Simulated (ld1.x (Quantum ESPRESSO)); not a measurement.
**lead, TM: configuration errors across variants**

- Element: lead
- Generator: ld1.x (Quantum ESPRESSO) 7.5
- Type: norm-conserving Troullier–Martins (Kleinman–Bylander form)
- Functional: LDA (PZ)
- Relativity: scalar-relativistic
- Frozen core: [Xe] 4f14 5d10
- Valence charge: 4
- Reference configuration: 6s1.75 6p2.25
- Partial waves: 6p (bound): rc 2.45 bohr; 6d channel at 0.5 Ry: rc 1.95 bohr; 6s (bound): rc 1.85 bohr
- Local potential: the s channel
- Core correction: none

All-electron excitation energies from the reference (eV): (1) 6s2 6p2 -2.166; (2) 6s2 6p1 4.666; (3) 6s2 6p0 18.428; (4) 6s2 6p1.5 0.444; (5) 6s1 6p0 51.306; (6) 6s2 6p2.3 -3.025; (7) 6s1 6p3 6.655; (8) 6s1.75 6p2.25 spin -0.698; (9) 6s2 6p2 spin -2.618.

Spin tests fill each open shell by Hund’s rule, majority spin first.

4 further variants failed, have other tests or another functional or relativity, and are left out.

A true bound ghost makes a file unfit for plane-wave use even where its test errors are small: the radial tests pick states by their node count and pass the ghost by.

Errors AE − PS in meV (a dash: test not solved or not reliable):

| change | (1) | (2) | (3) | (4) | (5) | (6) | (7) | (8) | (9) | bound ghosts |
| --- | --- | --- | --- | --- | --- | --- | --- | --- | --- | --- |
| base | +1.5 | +14 | +79 | +4.7 | +279 | +1.3 | +11 | +190 | +91 | d |
| wave 6p (bound): rc 2.45 bohr becomes 6p (bound): rc 2.02 bohr | +1.8 | +14 | +77 | +5.2 | +262 | +1.6 | +14 | +186 | +89 | d |
| all radii scaled by about 1.30 (s 2.40, p 3.18, d 2.54 bohr) | +1.6 | +12 | +63 | +4.5 | +230 | +1.6 | +11 | +185 | +87 | d |
| local potential the d channel | +1.4 | +13 | +71 | +4.6 | +258 | +0.9 | +10.0 | +189 | +90 | s, p |
| wave 6d channel at 0.5 Ry: rc 1.95 bohr becomes 6d channel at 0.08 Ry: rc 1.95 bohr | +1.5 | +14 | +79 | +4.7 | +279 | +1.3 | +11 | +190 | +91 | d |
| wave 6d channel at 0.5 Ry: rc 1.95 bohr becomes 6d channel at 0.5 Ry: rc 1.28 bohr | +1.5 | +14 | +79 | +4.7 | +279 | +1.3 | +11 | +190 | +91 | d |
| core correction a·sin(br)/r model core inside 1.06 bohr | -1.6 | -10 | -92 | -1.7 | -525 | -2.7 | -21 | -5.3 | -4.7 | d |

**Question.** Give the same row for: wave 6s (bound): rc 1.85 bohr becomes 6s (bound): rc 2.34 bohr.

**Answer.** +1.3, +14, +82, +4.6, +281, +1.1, +9.1, +190, +91; bound ghosts: d.
